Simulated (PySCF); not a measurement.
## Radial density of Tc(3+) (technetium, charge +3)

UHF, [Kr] 4d4, high-spin 5D determinant. Computed with PySCF 2.14 in ANO-RCC-VTZP, with the spin-free X2C one-electron Hamiltonian (Gaussian nucleus).

```tsv
r (bohr)	4πr²ρ (e/bohr)	4πr²(ρα − ρβ)
0.0287	53.29	-0.0033
0.0483	45.93	-0.0038
0.0812	61.08	0.0307
0.137	60.77	0.2664
0.230	43.32	0.6528
0.386	48.72	0.2650
0.650	14.83	0.3987
1.09	12.16	2.9184
1.84	3.383	1.8377
3.09	0.1900	0.1761
5.20	0.0002949	0.0003
8.75	0.0001568	0.0002
```

Densities and radii are taken from the X2C orbitals without a picture-change correction, which distorts them close to the nucleus.

(1) Where is the radial spin density 4πr²(ρα − ρβ) most negative, and why is it negative at all?

## Answers

(1) Around r = 0.0483 bohr, down to -0.0038 e/bohr: exchange with the open shell polarises the paired shells in an unrestricted calculation.
